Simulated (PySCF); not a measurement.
C9H9BO2.
Z-matrix (Å and degrees, PBE0-D3(BJ)/def2-SVP geometry), rows numbered from 1:
```
B 
O   1  1.5286
C   2  1.2702  1  117.20
C   3  1.3895  2  124.12  1   -14.90
C   4  1.4078  3  116.85  2   -13.94
C   5  1.4737  4  123.45  3  -163.11
C   6  1.4027  5  122.05  4     4.15
C   7  1.3901  6  120.27  5  -179.51
C   8  1.3953  7  120.03  6    -0.14
C   9  1.3952  8  120.09  7    -0.05
C  10  1.3898  9  120.03  8     0.11
O   5  1.2779  4  120.33  3    13.45
H   1  1.2113  2  109.24  3   156.09
H   1  1.2253  2  107.56  3   -76.31
H   3  1.1006  2  115.48  1   168.31
H   4  1.0864  3  119.77  2   179.06
H   7  1.0908  6  120.42  5     1.15
H   8  1.0921  7  119.81  6  -179.88
H   9  1.0926  8  119.89  7  -179.98
H  10  1.0922  9  120.11  8   179.96
H  11  1.0909  6  118.61  5    -0.17
```

Computed with PBE0-D3(BJ)/def2-SVP geometry optimisation, gas phase in PySCF.

Take the most abundant isotopes and a rigid rotor. The values belong to one conformer with, in the numbering `[BH2-:1]1[O:2][CH:3]=[CH:4][C:5]([c:6]2[cH:7][cH:8][cH:9][cH:10][cH:11]2)=[O+:12]1`, C4–C5–C6–C7 4°, O12–B1–O2–C3 39°, B1–O2–C3–C4 -15°, C3–C4–C5–C6 -163°, O2–B1–O12–C5 -40°.

Task: Give the principal moments of inertia and the rotational constants in cm⁻¹.

Result: Ia = 178.53, Ib = 919.07, Ic = 1087.04 u·Å²; 505379 MHz·u·Å²/I gives 2831, 549.9 and 464.9 MHz, that is A = 0.09442, B = 0.01834, C = 0.01551 cm⁻¹.

Task: What kind of rotor is it?

Result: A near-prolate asymmetric top. Ray's parameter κ = (2B − A − C)/(A − C) = -0.928; −1 is the prolate and +1 the oblate limit.

Task: Is it planar, by Δ = Ic − Ia − Ib?

Result: Not planar: Δ = Ic − Ia − Ib = -10.56 u·Å². For a rigid frame Δ = −2 Σ m c², so Σ m c² = 5.28 u·Å² lies off the ab plane: 2.54 from hydrogen and 2.74 from heavier atoms. The atom farthest from that plane is 1.47 Å away.

Task: Give the other two planar moments, Paa and Pbb, and the rms extents of the mass along the axes.

Result: Paa = Σ m a² = (Ib + Ic − Ia)/2 = 913.79 and Pbb = Σ m b² = (Ia + Ic − Ib)/2 = 173.25 u·Å². With the mass M = 160.07 u, the rms extents √(P/M) along a, b and c are 2.39, 1.04, 0.18 Å.

Task: Give the coordinates in the principal-axis frame, origin at the centre of mass.

Result: The sense of each axis is arbitrary; atoms in the order of the calculation.
```json
{"atom": "B1", "mass (u)": "11.009", "a (Å)": "2.717", "b (Å)": "-1.233", "c (Å)": "0.253"}
{"atom": "O2", "mass (u)": "15.995", "a (Å)": "3.400", "b (Å)": "0.034", "c (Å)": "-0.261"}
{"atom": "C3", "mass (u)": "12.000", "a (Å)": "2.780", "b (Å)": "1.131", "c (Å)": "-0.105"}
{"atom": "C4", "mass (u)": "12.000", "a (Å)": "1.431", "b (Å)": "1.226", "c (Å)": "0.218"}
{"atom": "C5", "mass (u)": "12.000", "a (Å)": "0.662", "b (Å)": "0.055", "c (Å)": "0.083"}
{"atom": "C6", "mass (u)": "12.000", "a (Å)": "-0.811", "b (Å)": "0.052", "c (Å)": "0.030"}
{"atom": "C7", "mass (u)": "12.000", "a (Å)": "-1.558", "b (Å)": "1.240", "c (Å)": "0.027"}
{"atom": "C8", "mass (u)": "12.000", "a (Å)": "-2.947", "b (Å)": "1.194", "c (Å)": "-0.013"}
{"atom": "C9", "mass (u)": "12.000", "a (Å)": "-3.604", "b (Å)": "-0.036", "c (Å)": "-0.052"}
{"atom": "C10", "mass (u)": "12.000", "a (Å)": "-2.869", "b (Å)": "-1.222", "c (Å)": "-0.053"}
{"atom": "C11", "mass (u)": "12.000", "a (Å)": "-1.480", "b (Å)": "-1.180", "c (Å)": "-0.012"}
{"atom": "O12", "mass (u)": "15.995", "a (Å)": "1.232", "b (Å)": "-1.079", "c (Å)": "-0.068"}
{"atom": "H13", "mass (u)": "1.008", "a (Å)": "3.148", "b (Å)": "-2.192", "c (Å)": "-0.350"}
{"atom": "H14", "mass (u)": "1.008", "a (Å)": "2.837", "b (Å)": "-1.250", "c (Å)": "1.472"}
{"atom": "H15", "mass (u)": "1.008", "a (Å)": "3.370", "b (Å)": "2.040", "c (Å)": "-0.297"}
{"atom": "H16", "mass (u)": "1.008", "a (Å)": "0.975", "b (Å)": "2.203", "c (Å)": "0.349"}
{"atom": "H17", "mass (u)": "1.008", "a (Å)": "-1.056", "b (Å)": "2.208", "c (Å)": "0.045"}
{"atom": "H18", "mass (u)": "1.008", "a (Å)": "-3.521", "b (Å)": "2.123", "c (Å)": "-0.017"}
{"atom": "H19", "mass (u)": "1.008", "a (Å)": "-4.696", "b (Å)": "-0.070", "c (Å)": "-0.084"}
{"atom": "H20", "mass (u)": "1.008", "a (Å)": "-3.383", "b (Å)": "-2.186", "c (Å)": "-0.084"}
{"atom": "H21", "mass (u)": "1.008", "a (Å)": "-0.889", "b (Å)": "-2.097", "c (Å)": "-0.008"}
```

Task: Where do the levels up to J = 5 lie, in K?

Result: Above 0(0,0), as E/k:
J = 1: 1(0,1) 0.049, 1(1,1) 0.158, 1(1,0) 0.162
J = 2: 2(0,2) 0.146, 2(1,2) 0.251, 2(1,1) 0.264, 2(2,1) 0.592, 2(2,0) 0.592
J = 3: 3(0,3) 0.292, 3(1,3) 0.391, 3(1,2) 0.416, 3(2,2) 0.738, 3(2,1) 0.739, 3(3,1) 1.296, 3(3,0) 1.296
J = 4: 4(0,4) 0.485, 4(1,4) 0.578, 4(1,3) 0.619, 4(2,3) 0.933, 4(2,2) 0.935, 4(3,2) 1.491, 4(3,1) 1.491, 4(4,1) 2.271, 4(4,0) 2.271
J = 5: 5(0,5) 0.727, 5(1,5) 0.811, 5(1,4) 0.872, 5(2,4) 1.176, 5(2,3) 1.180, 5(3,3) 1.735, 5(3,2) 1.735, 5(4,2) 2.515, 5(4,1) 2.515, 5(5,1) 3.518, 5(5,0) 3.518
Those of J = 1 are B + C, A + C and A + B.

Task: Predict some low-J microwave lines.

Result: The dipole components are |μa| = 4.18 D, |μb| = 3.61 D, |μc| = 0.46 D. Intensities carry the squares of the components, which stand as 1.00 : 0.75 : 0.01 (a : b : c). Some lines, for components of 0.1 D or more:

```csv
type,branch,"J(Ka,Kc)",MHz,lower level (cm⁻¹)
a,R,"1(0,1) ← 0(0,0)",1015,0.000
a,R,"2(1,2) ← 1(1,1)",1945,0.110
a,R,"2(0,2) ← 1(0,1)",2027,0.034
a,R,"2(1,1) ← 1(1,0)",2115,0.113
c,Q,"2(1,2) ← 2(0,2)",2198,0.101
c,Q,"1(1,1) ← 1(0,1)",2281,0.034
b,Q,"2(1,1) ← 2(0,2)",2453,0.101
b,R,"1(1,1) ← 0(0,0)",3296,0.000
c,R,"1(1,0) ← 0(0,0)",3381,0.000
b,R,"2(1,2) ← 1(0,1)",4226,0.034
c,R,"2(1,1) ← 1(0,1)",4480,0.034
c,Q,"2(2,1) ← 2(1,1)",6843,0.183
b,Q,"2(2,0) ← 2(1,1)",6845,0.183
b,Q,"2(2,1) ← 2(1,2)",7098,0.175
b,R,"2(2,1) ← 1(1,0)",8957,0.113
c,R,"2(2,0) ← 1(1,0)",8960,0.113
c,R,"2(2,1) ← 1(1,1)",9042,0.110
b,R,"2(2,0) ← 1(1,1)",9045,0.110
```

No PBE0-D3(BJ)/def2-SVP frequencies stand behind this structure, so it isn't proved a minimum. These are rigid-rotor constants of the computed structure; measured ground-state constants (B0) also hold zero-point vibration. Quadrupole hyperfine structure (11B) is left out.
